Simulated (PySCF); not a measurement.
Ta(S)(OH)2(OSiH3) (H5O3SSiTa), SMILES [OH][Ta]([OH])(=[S])[O][SiH3], multiplicity 1. The structure is a stationary point at PBE-D3(BJ)/def2-SVP. The spin state was assumed, not searched. The def2 effective core potentials stand for the cores of Ta; spin–orbit coupling is left out. One conformer was computed; it need not be the lowest.

Computed equilibrium geometry at PBE-D3(BJ)/def2-SVP (PySCF confirms it by a frequency run) as Cartesian coordinates in Å, and its point group (one conformer of several):
point group Cs.
```xyz
11

Ta     0.1820    -0.4117     0.0000
S     -1.9575    -0.8821     0.0000
O      0.9925    -1.1595    -1.5598
H      0.6225    -1.6583    -2.3081
O      0.9925    -1.1595     1.5598
H      0.6225    -1.6583     2.3081
O      0.3858     1.4868     0.0000
Si    -0.1043     3.1021     0.0000
H      0.4444     3.7700    -1.2284
H     -1.6048     3.1710     0.0000
H      0.4444     3.7700     1.2284
```
